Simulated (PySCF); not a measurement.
# GeCl: energy against distance

Set-up: PySCF, no relativity, basis sets Ge aug-pcseg-1, Cl aug-pcseg-1. Energies in eV from Ge + Cl in their ground configurations at the same level. State: ²Π (doublet), unpaired electrons π ↑.

All columns are PBE0. A positive dipole means Ge(−)Cl(+).

```csv
R (Å),E (eV),μ (D),Mulliken charge on Ge (basis-dependent),HOMO (eV),LUMO (eV),Mayer bond order,⟨S²⟩
1.896,-2.990,0.19,0.20,-4.68,-2.73,0.93,0.75
1.984,-3.562,-0.38,0.27,-4.87,-2.91,0.88,0.75
2.073,-3.871,-0.96,0.32,-5.06,-3.08,0.85,0.75
2.139,-3.979,-1.39,0.36,-5.20,-3.21,0.83,0.75
2.205,-4.009,-1.82,0.40,-5.33,-3.33,0.82,0.75
2.271,-3.980,-2.24,0.42,-5.46,-3.45,0.81,0.75
2.359,-3.875,-2.80,0.45,-5.63,-3.61,0.80,0.75
2.470,-3.672,-3.47,0.48,-5.84,-3.79,0.80,0.75
2.602,-3.370,-4.25,0.50,-6.06,-4.01,0.80,0.75
2.778,-2.926,-5.22,0.52,-6.34,-4.27,0.80,0.76
```

A fit through these points gives, at Re = 2.202 Å, μ = -1.80 D and dμ/dR = -6.45 D/Å; the reduced mass is 23.74 u.

Q: How strong is the fundamental in the double-harmonic approximation, I = 42.26·(dμ/dR)²/μred km/mol?

A: I = 42.26·(-6.45)²/23.74 = 74.1 km/mol at PBE0.

Spin–orbit coupling is left out. The state is the lowest determinant that a PBE0 search found; another state may lie lower at other levels.
